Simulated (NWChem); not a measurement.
System: BH₂SeOCl; SMILES B(O)(Cl)[SeH]

```xyz
6

B      0.4760     0.5642     0.0000
Cl    -0.6540     1.9323     0.0000
O      1.8057     0.7645     0.0000
H      2.0495     1.6979     0.0000
Se    -0.2642    -1.2310     0.0000
H      1.0572    -1.8774     0.0000
```
Atoms are numbered in this order, from 1.

Results from NWChem. Pople sets run with spherical d functions. Geometry: optimised at PBE0/def2-SVP. Vzz is the largest principal value of the second derivative of the potential at the nucleus (NWChem prints the opposite sign); η is the asymmetry. Non-relativistic.

```
level                   Vzz B1 (a.u.)  η B1  Vzz Cl2 (a.u.)  η Cl2  Vzz O3 (a.u.)  η O3  Vzz Se5 (a.u.)  η Se5  relative time
----------------------  -------------  ----  --------------  -----  -------------  ----  --------------  -----  -------------
PBE/6-31G*                      0.195  0.64           2.109   0.26          1.233  0.16          -3.450   0.92              2
PBE/def2-TZVP                   0.236  0.63           2.144   0.30          1.238  0.12          -3.522   0.94              8
Hartree-Fock/6-31G*             0.307  0.46           2.057   0.25          1.347  0.25           3.618   0.94              1
Hartree-Fock/def2-TZVP          0.335  0.51           2.226   0.29          1.357  0.18           3.890   0.92              5
```

Relative times are rough (shared machine, one core).
